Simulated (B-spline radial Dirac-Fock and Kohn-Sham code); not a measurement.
## Br: eigenvalues, ΔSCF and the reference

System: the Br atom, configuration [Ar] 3d10 4s2 4p5.

The density-functional columns are spherical, spin-unpolarised Dirac-Kohn-Sham results without Breit or QED terms: −ε is minus the orbital energy of the initial state and ΔSCF the difference of two total energies, and "half-occupied" is minus the orbital energy with half an electron removed (Slater transition state). The reference in the last column comes from multi-electron Dirac-Fock with separately optimised hole states, Breit and Lamb-shift corrections added in first order. All numbers are from a radial B-spline solver, in eV; a selection of levels is shown. The Kohn-Sham columns are given as differences from the reference. For the 1s level of heavy atoms much of the gap between ΔSCF and the reference is the Breit and QED part, -30.0 eV here; for other levels the error of the functional can be larger.

```tsv
level	LDA −ε − DF	LDA half-occupied − DF	PBE −ε − DF	PBE ΔSCF − DF	Dirac-Fock
K (1s)	-190.8	+27.0	-168.6	+49.5	13481.8
L1 (2s)	-66.9	-32.5	-64.3	-30.0	1796.6
L2 (2p1/2)	-46.5	-4.0	-45.8	-3.1	1605.6
M1 (3s)	-31.2	-19.1	-30.4	-18.1	268.3
M2 (3p1/2)	-23.4	-11.3	-23.1	-10.9	201.2
M4 (3d3/2)	-10.0	+1.6	-10.3	+1.5	77.64
M5 (3d5/2)	-10.1	+1.5	-10.4	+1.4	76.61
N1 (4s)	-6.2	-0.9	-6.4	-1.0	26.56
N2,3 (4p)	-3.5	+1.1	-3.7	+1.0	11.53
```

Values without a named source are computed, but for edge energies of neutral atoms, which are taken from tables.
